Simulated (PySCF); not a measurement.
C9H16.
Atom-mapped SMILES: `[CH2:1]1[CH2:2][CH2:3][C:4]2([CH2:5]1)[CH2:6][CH2:7][CH2:8][CH2:9]2` (hydrogens: H10, H11 on C1; H12, H13 on C2; H14, H15 on C3; H16, H17 on C5; H18, H19 on C6; H20, H21 on C7; H22, H23 on C8; H24, H25 on C9)

Jobs on this species (25 atoms, 70 electrons) with PySCF (density fitting). Hardware of each: an Arm Neoverse V2 with one thread, no GPU (shared host). The host was shared with other jobs, so the times are rough.

| level and settings | work | basis functions | SCF cycles | wall time |
| --- | --- | --- | --- | --- |
| PBE0/pcSseg-1 | shieldings, charges and field gradients | 233 | ? | ? |
| B97-2/pcSseg-1 | shieldings | 233 | ? | ? |
| delta-SCF UKS SCAN, pcX-2 on the ionised atom, pcseg-1 elsewhere, spin-free X2C | ΔSCF core ionisation, 3 holes | 237 | 48 | 53 s |
| wB97X-D/def2-SVPD | 10 singlets by full TDDFT, 4 Tamm–Dancoff triplets, polarisability, ΔSCF ions | 308 | 12 | 9.4 min |
| PBE0-D3(BJ)/def2-SVP, grid level 1 | geometry optimisation from a GFN2-xTB start | 206 | 24 | 76 s |

Q: Fill in the missing figures.

A: 
- PBE0/pcSseg-1; shieldings, charges and field gradients: 41 s, 12 SCF cycles
- B97-2/pcSseg-1; shieldings: 36 s, 12 SCF cycles

Q: What do all jobs in the table cost together?

A: About 13 min; the longest takes about 73 % of that, and about 16 times as long as the shortest.
